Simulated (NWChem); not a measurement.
System: C2H7FOSi; SMILES OCC[SiH2]F

```xyz
12

O      0.7766    -2.0038     0.1016
C     -0.5560    -1.7161    -0.2624
C     -0.9758    -0.3321     0.2131
Si     0.4181     0.8952    -0.0886
F     -0.2220     2.3964    -0.0122
H      0.8156    -2.0962     1.0601
H     -0.5780    -1.7541    -1.3631
H     -1.2523    -2.4994     0.0940
H     -1.8841     0.0148    -0.3082
H     -1.2202    -0.3350     1.2905
H      0.9914     0.7253    -1.4524
H      1.4768     0.8410     0.9569
```
Atoms are numbered in this order, from 1.

Program: NWChem. Pople sets run with spherical d functions. STO-3G and 3-21G are far too small for this property and stand as cheap habits. The geometry was optimised at PBE0/def2-SVP. Not confirmed as a minimum by frequencies. GIAO values for the isolated, static molecule; σ is the absolute isotropic shielding, δ = σ(reference) − σ with the isolated reference molecule computed at the same levels (13C: tetramethylsilane, 1H: tetramethylsilane, 17O: water, 29Si: tetramethylsilane).

| level | δ O1 (ppm) | δ C2 (ppm) | δ Si4 (ppm) | δ H8 (ppm) | δ H9 (ppm) | δ H11 (ppm) | δ H12 (ppm) |
|---|---|---|---|---|---|---|---|
| Hartree-Fock/STO-3G | (withheld) | (withheld) | (withheld) | (withheld) | (withheld) | (withheld) | (withheld) |
| B3LYP/6-311G** | 65.1 | 63.7 | 9.3 | 4.07 | 1.01 | 5.34 | 5.35 |
| PBE/pcSseg-1 | 68.3 | 65.3 | 12.5 | 4.18 | 1.07 | 5.43 | 5.48 |
| BHandHLYP/pcSseg-1 | 47.9 | 59.8 | 4.1 | 3.84 | 0.87 | 4.91 | 4.87 |

Question: Fill in the missing entries.

Answer: 
- Hartree-Fock/STO-3G, δ O1 (ppm): -2.0
- Hartree-Fock/STO-3G, δ C2 (ppm): 52.0
- Hartree-Fock/STO-3G, δ Si4 (ppm): -18.1
- Hartree-Fock/STO-3G, δ H8 (ppm): 1.70
- Hartree-Fock/STO-3G, δ H9 (ppm): 0.49
- Hartree-Fock/STO-3G, δ H11 (ppm): 2.26
- Hartree-Fock/STO-3G, δ H12 (ppm): 2.05
